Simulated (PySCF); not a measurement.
H3O3Ti, doublet, at a GFN2-xTB geometry (such geometries of metal compounds can be far from the true shape) (the multiplicity is a formal guess). Base run: CAMB3LYP/STO-3G (PySCF).

PySCF was given this input:
```python
from pyscf import gto, scf, dft

mol = gto.M(
    atom='''
Ti   -0.000000    0.000000   -0.000000
O     1.489087   -0.021143   -0.870792
H     2.314539   -0.497079   -0.737536
O    -0.188850   -0.976431    1.409618
H    -0.921357   -1.103444    2.020309
O    -1.300237    0.997575   -0.538826
H    -1.393182    1.600523   -1.282773
''',
    basis='sto-3g',
    charge=0,
    spin=1,
    verbose=4,
)

mf = dft.UKS(mol)
mf.xc = 'camb3lyp'
mf.kernel()
```

The base run was repeated with changes; each row names its change, and settings that it needs were set with it.

| change | ΔE vs base (mEh) | fitting functions | outcome |
|---|---|---|---|
| base | 0.000 | - | converged |
| auxbasis = even-tempered beta=3.0 | -4.791 | 226 | converged |
| auxbasis = even-tempered beta=2.0 | -1.234 | 350 | converged |
| only_dfj = on; auxbasis = def2-universal-jfit | -17.726 | 269 | converged |
| auxbasis = def2-tzvp-ri | -9282.5 | 455 | converged |
| auxbasis = cc-pvqz-jkfit | - | - | input refused |
| auxbasis = default (with mf = mf.density_fit()) | -2.015 | 549 | converged |
| auxbasis = autoaux | -1.134 | 474 | converged |
| auxbasis = cc-pvdz-jkfit | - | - | input refused |
| auxbasis = def2-universal-jkfit | -2.015 | 549 | converged |

A fitting set is made for a task (jfit for Coulomb, jkfit for Coulomb and exchange, ri for correlation) and for a family of orbital bases.

Open shells are given as the SCF converged; they aren't shown to be the lowest states, and a large step between rows can be another state.

- auxbasis = cc-pvqz-jkfit: ended with `pyscf.lib.exceptions.BasisNotFoundError: Basis set not found for Ti in cc-pvqz-jkfit`
- auxbasis = cc-pvdz-jkfit: ended with `pyscf.lib.exceptions.BasisNotFoundError: Basis set not found for Ti in cc-pvdz-jkfit`
